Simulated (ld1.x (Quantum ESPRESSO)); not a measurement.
# What one change does to a pseudopotential (I, TM)

```
Element                 : I (Z = 53)
Generator               : ld1.x (Quantum ESPRESSO) 7.5
Type                    : norm-conserving Troullier–Martins (Kleinman–Bylander form)
Functional              : PBE
Relativity              : scalar-relativistic
Frozen core             : [Kr] 4d10
Valence charge          : 7
Reference configuration : 5s2 5p5
Partial waves           : 5s (bound): rc 1.30 bohr; 5p (bound): rc 2.05 bohr
Local potential         : all-electron potential smoothed inside 1.35 bohr (lloc = -2)
Core correction         : Bessel-smoothed model core inside 1.20 bohr
```

Change: core correction Bessel-smoothed model core inside 0.92 bohr.

Cutoffs: the cutoffs (Ry, on a coarse ladder) from which the occupation-weighted sum of valence levels, in a spherical-Bessel basis at the reference potential, stays within 10 and 1 mRy of its value at 400 Ry; they do not see the model core or the augmentation charge, which bear on the density cutoff. Errors are all-electron minus pseudo energies relative to the spin-unpolarised reference configuration.

Predict the effect on cutoff, ghosts and configuration errors.

The potential gets neither clearly harder nor softer (110 Ry and 230 Ry → 110 Ry and 230 Ry); both files keep a bound ghost (d, s); the errors of the 7 common tests hardly move. A model core, the more so a compact one, raises the density cutoff, which this test does not measure.

| quantity | base | changed |
| --- | --- | --- |
| cutoff, loose | 110 Ry | 110 Ry |
| cutoff, tight | 230 Ry | 230 Ry |
| bound ghosts | s, d | s, d |
| error for 5s2 5p4, meV [ΔE 11.13 eV] | -113 | -114 |
| error for 5s2 5p3, meV [ΔE 30.98 eV] | -231 | -232 |
| error for 5s2 5p2, meV [ΔE 60.31 eV] | -437 | -438 |
| error for 5s2 5p4.5, meV [ΔE 4.53 eV] | +0.8 | +0.8 |
| error for 5s1 5p6, meV [ΔE 10.41 eV] | -105 | -106 |
| error for 5s1 5p5, meV [ΔE 22.11 eV] | -134 | -135 |
| error for 5s2 5p5.3, meV [ΔE -1.78 eV] | +0.9 | +0.9 |
| s: phases at 2.25 bohr within 0.05 rad from the reference energy up to (Ry; the scan ends near 5) | 2.6 | 2.6 |
| p: phases at 2.25 bohr within 0.05 rad from the reference energy up to (Ry; the scan ends near 5) | 1.8 | 1.8 |

 A true bound ghost makes a file unfit for plane-wave use even where its test errors are small: the radial tests pick states by their node count and pass the ghost by.
